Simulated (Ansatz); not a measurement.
Reaction (hydrogenolysis of a C–S bond): `SCOBCl` + H₂ → `COBCl` + H₂S

Calculated with Ansatz (gas phase, PBE0-D4/def2-TZVP geometries, no zero-point term in ΔE). CBS: MP2 limit from def2 TZ/QZ plus the TZ coupled-cluster correction, frozen cores. This one scheme is used for every species. One conformer a species, not always the lowest.

`SCOBCl`:

Cartesian coordinates in Å:
```
S -1.454 -1.272 -0.736
C 0.193 -0.887 -0.121
O 0.239 0.277 0.677
B 0.468 1.478 0.124
Cl 0.457 2.882 1.168
H -1.982 -1.605 0.453
H 0.569 -1.708 0.486
H 0.817 -0.780 -1.012
H 0.694 1.614 -1.040
```

H₂:

Z-matrix (Å, degrees):
```
H
H 1 0.746
```

`COBCl`:

Cartesian coordinates in Å:
```
C -0.575 -0.967 -0.074
O 0.431 -0.163 0.513
B 0.663 1.085 0.101
Cl 1.935 1.999 0.894
H -1.288 -1.255 0.700
H -1.098 -0.433 -0.872
H -0.111 -1.866 -0.481
H 0.043 1.599 -0.781
```

H₂S:

Z-matrix (Å, degrees):
```
S
H 1 1.341
H 1 1.341 2 92.3
```

| species | CCSD(T)/def2-TZVPP energy (Eh) |
| --- | --- |
| `SCOBCl` | -997.89316 |
| H₂ | -1.17233 |
| `COBCl` | -600.15994 |
| H₂S | -398.93111 |

(1) Work out ΔE.

Largest T1 diagnostic among the species: 0.013.

Answers

(1) ΔE = (-600.15994) + (-398.93111) − (-997.89316) − (-1.17233) = -0.02556 Eh = -67.1 kJ/mol. CCSD(T)/CBS gives -65.1 kJ/mol.

In def2-TZVPP, CCSD(T) changes the Hartree–Fock value by +22.1 kJ/mol (the triples alone add +6.0 kJ/mol) and MP2 by +27.8 kJ/mol. The D4 term adds +9.4 kJ/mol with B3LYP and +5.1 kJ/mol with PBE0; it sums over pairs of atoms, weighted by their polarisabilities, and B3LYP, whose exchange is more repulsive, gets the larger term. From PBE to PBE0 (25 % exact exchange), in def2-TZVPP and without D4, ΔE moves by −5.6 kJ/mol.

B3LYP here is the variant with VWN-RPA as its local correlation; programs differ in this.
